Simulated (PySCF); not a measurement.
GaF2, SMILES [F][Ga+][F], charge +1.

The structure is a stationary point at PBE0-D3(BJ)/def2-TZVP. The spin state was assumed, not searched. The isomer is the one that the SMILES or the coordinates give; other isomers of the formula were not compared.

Vertical ionisation energy (IE) and electron affinity (EA) in eV. Rows of orbital energies are one-electron estimates. Where ΔSCF, EOM or ADC give a negative EA the extra electron is unbound and the value depends on the basis.

```
level                                           IE    EA
-------------------------------------------  -----  ----
−ε(HOMO), −ε(LUMO), PBE0/def2-TZVPD (PySCF)      …     …
ADC(2)/aug-cc-pVDZ (PySCF)                   20.54  7.55
```

### Question
Complete the blanks. (The exact figures need the calculation; the answer reports its results.)

### Answer

- −ε(HOMO), −ε(LUMO), PBE0/def2-TZVPD (PySCF), IE: 19.20
- −ε(HOMO), −ε(LUMO), PBE0/def2-TZVPD (PySCF), EA: 10.60

### Question
Beyond the first one, list the lowest photoelectron lines from ADC(2)/aug-cc-pVDZ run with PySCF with their pole strengths (two spins summed). (An estimate is asked for; the answer gives what the named calculation found.)

### Answer
21.07 eV (1.72), 21.07 eV (1.72), 22.23 eV (1.73), 23.44 eV (1.76).
